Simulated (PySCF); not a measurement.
Isomers of C4H15NOSi3, one GFN2-xTB conformer each. Single-point energies are computed at PBE0/pcSseg-1 (PySCF, gas phase, no added dispersion term), electronic only.

```tsv
SMILES	GFN2-xTB relative energy (kcal/mol)
O[Si@H](C1CCC1)N([SiH3])[SiH3]	0.0
C=CC[Si@H](OC)N([SiH3])[SiH3]	16.1
CO[C@@H]1[SiH2]C[SiH2]C[Si@@H]1N	80.7
CN[Si@H]([SiH3])O[SiH2]C1CC1	11.7
CC(C)C(=O)[SiH2]N([SiH3])[SiH3]	31.5
CN(C)C(=O)[SiH2]C([SiH3])[SiH3]	73.7
CN[Si@@H]1C[SiH2]C[Si@H](O)C1	41.2
```

Conformers: `[OH:1][Si@H:2]([CH:3]1[CH2:4][CH2:5][CH2:6]1)[N:7]([SiH3:8])[SiH3:9]` with H–O1–Si2–C3 171°, O1–Si2–C3–C4 88°, O1–Si2–N7–Si8 -154°, Si2–C3–C4–C5 103°, C3–C4–C5–C6 14°, C4–C5–C6–C3 -14°, Si2–C3–C6–C5 -103°; `[CH2:1]=[CH:2][CH2:3][Si@H:4]([O:5][CH3:6])[N:7]([SiH3:8])[SiH3:9]` with C1–C2–C3–Si4 -106°, C2–C3–Si4–O5 -64°, C3–Si4–O5–C6 -172°, C3–Si4–N7–Si8 -99°; `[CH3:1][O:2][C@@H:3]1[SiH2:4][CH2:5][SiH2:6][CH2:7][Si@@H:8]1[NH2:9]` with C1–O2–C3–Si4 -81°, C7–Si8–N9–H -84° and 52°, O2–C3–Si4–C5 -60°, C3–Si4–C5–Si6 -57°, Si4–C5–Si6–C7 55°, C5–Si6–C7–Si8 -53°; `[CH3:1][NH:2][Si@H:3]([SiH3:4])[O:5][SiH2:6][CH:7]1[CH2:8][CH2:9]1` with C1–N2–Si3–Si4 -55°, N2–Si3–O5–Si6 87°, Si3–O5–Si6–C7 -85°, O5–Si6–C7–C8 36°; `[CH3:1][CH:2]([CH3:3])[C:4](=[O:5])[SiH2:6][N:7]([SiH3:8])[SiH3:9]` with C1–C2–C4–O5 -2°, C2–C4–Si6–N7 -169°, C4–Si6–N7–Si8 168°; `[CH3:1][N:2]([CH3:3])[C:4](=[O:5])[SiH2:6][CH:7]([SiH3:8])[SiH3:9]` with C1–N2–C4–O5 -178°, N2–C4–Si6–C7 171°, C4–Si6–C7–Si8 28°; `[CH3:1][NH:2][Si@@H:3]1[CH2:4][SiH2:5][CH2:6][Si@H:7]([OH:8])[CH2:9]1` with C1–N2–Si3–C4 177°, C6–Si7–O8–H -61°, N2–Si3–C4–Si5 -172°, Si3–C4–Si5–C6 54°, C4–Si5–C6–Si7 -57°, Si5–C6–Si7–O8 -179°.

**Question.** What does PBE0/pcSseg-1 give for the same structures?

**Answer.** 
```tsv
SMILES	PBE0/pcSseg-1 E (Eh)	PBE0/pcSseg-1 (kcal/mol)	GFN2-xTB (kcal/mol)	point group
CN[Si@@H]1C[SiH2]C[Si@H](O)C1	-1159.25190	0.0	41.2	C1
O[Si@H](C1CCC1)N([SiH3])[SiH3]	-1159.20896	26.9	0.0	C1
C=CC[Si@H](OC)N([SiH3])[SiH3]	-1159.19823	33.7	16.1	C1
CN[Si@H]([SiH3])O[SiH2]C1CC1	-1159.19475	35.9	11.7	C1
CO[C@@H]1[SiH2]C[SiH2]C[Si@@H]1N	-1159.17852	46.0	80.7	C1
CC(C)C(=O)[SiH2]N([SiH3])[SiH3]	-1159.17288	49.6	31.5	C1
CN(C)C(=O)[SiH2]C([SiH3])[SiH3]	-1159.13875	71.0	73.7	C1
```

GFN2-xTB puts O[Si@H](C1CCC1)N([SiH3])[SiH3] lowest instead; measured from each level's own lowest isomer, the values differ by up to 41.2 kcal/mol (CN[Si@@H]1C[SiH2]C[Si@H](O)C1: 41.2 against 0.0). As drawn, the lowest has an O–H bond, an N–H bond and an Si–O bond, which the highest lacks; the highest has a C=O bond and a C(=O)–N unit, which the lowest lacks. Neighbours under 2.5 kcal/mol apart (C=CC[Si@H](OC)N([SiH3])[SiH3] and CN[Si@H]([SiH3])O[SiH2]C1CC1) can change places with a better method, another conformer or zero-point energy.

**Question.** Which frontier levels, dipoles and rotational constants go with these structures?

**Answer.** 
```tsv
SMILES	HOMO (eV, PBE0/pcSseg-1)	LUMO (eV)	dipole (D)	A, B, C (MHz)
CN[Si@@H]1C[SiH2]C[Si@H](O)C1	-6.59	0.55	2.59	1259, 694.6, 473.8
O[Si@H](C1CCC1)N([SiH3])[SiH3]	-7.28	0.16	0.46	1380, 686.9, 562.8
C=CC[Si@H](OC)N([SiH3])[SiH3]	-6.92	0.08	1.26	1199, 630.8, 524.1
CN[Si@H]([SiH3])O[SiH2]C1CC1	-6.81	-0.21	1.74	1306, 638.0, 510.0
CO[C@@H]1[SiH2]C[SiH2]C[Si@@H]1N	-6.84	0.58	1.59	1111, 906.4, 608.3
CC(C)C(=O)[SiH2]N([SiH3])[SiH3]	-7.12	-1.45	3.13	1943, 541.8, 448.4
CN(C)C(=O)[SiH2]C([SiH3])[SiH3]	-7.21	-0.30	5.13	1845, 537.7, 429.3
```
